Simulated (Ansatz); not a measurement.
Spectroscopic constants of CdGa, multiplicity 2 (lowest of 2S+1 = 2, 4 at CCSD(T)/def2-TZVPP on PBE0 minima; our sources give no spin for the ground state, which may be another). No spin–orbit coupling. Ga is treated without relativity.

Seven points along R, fitted to fifth degree in 1/R; most abundant isotopes. Runs in def2 and cc sets follow the lowest solution found near the PBE0 minimum.

The values were computed with Ansatz (a quantum-chemistry and plane-wave program).  In def2 rows elements past Kr take small-core potentials, without spin–orbit coupling.

Task: What bond length and harmonic frequency does PBE/def2-TZVPP give?

Result: r_e = 2.820 Å, ω_e = 110 cm⁻¹.

Task: What bond length and harmonic frequency does B3LYP/def2-TZVPP give?

Result: r_e = 2.927 Å, ω_e = 88 cm⁻¹.

Task: What bond length and harmonic frequency does wB97M-V/def2-TZVPP give?

Result: r_e = 2.945 Å, ω_e = 82 cm⁻¹.
